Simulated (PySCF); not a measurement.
Computed properties of CH₃ClMgS, SMILES C[S][Mg][Cl]

Mg(Cl)(SMe) (CH3ClMgS), SMILES C[S][Mg][Cl]. Geometry optimised at B3LYP-D3(BJ)/def2-SVP. The values are those of a single conformer. All values are computed for the isolated molecule unless a solvent is named; none is compared with measurement here.

**Structure.** The optimised structure has Cs symmetry. All 15 harmonic modes at B3LYP-D3(BJ)/def2-SVP (PySCF) are real, so it is a minimum. With heavy atoms numbered as in [Mg:1]([Cl:2])[S:3][CH3:4], the shortest bond between them is S3–C4 at 1.851 Å and the longest Mg1–S3 at 2.299 Å.

**Vibrations.** The strongest infrared lines (harmonic, unscaled, degenerate partners summed) lie at 586 cm⁻¹ (92 km/mol, Mg 73 %, Cl 16 %, S 9 %), 119 cm⁻¹ (37 km/mol, Mg 68 %, S 14 %, Cl 11 %), 3042 cm⁻¹ (29 km/mol, H 98 %). The softest mode is at 70 cm⁻¹ and the zero-point energy is 25.0 kcal/mol.

**Electronic structure.** B3LYP/def2-TZVPD (PySCF) places the frontier levels at -6.60 and -1.87 eV, a gap of 4.73 eV, and gives a dipole moment of 1.82 D and a mean polarisability of 76.6 bohr³.

**Excitations.** TDA-ωB97X/def2-SVPD (PySCF) has S1 at 4.46 eV (278 nm, f = 0.033, weak); the most intense of the 10 singlets computed lies at 6.35 eV (f = 0.26). T1 (TDA) is at 4.31 eV, 0.15 eV under S1. No vertical singlet excitation falls in the visible range (under 3.1 eV).

**NMR.** GIAO shifts at HF/pcSseg-1 (PySCF) (non-relativistic, atoms alike by connectivity averaged): ¹³C at 10.9 ppm against TMS; ¹H at 2.3 ppm against TMS. Without spin–orbit terms, shifts of atoms bonded to Cl or Br come out too high.
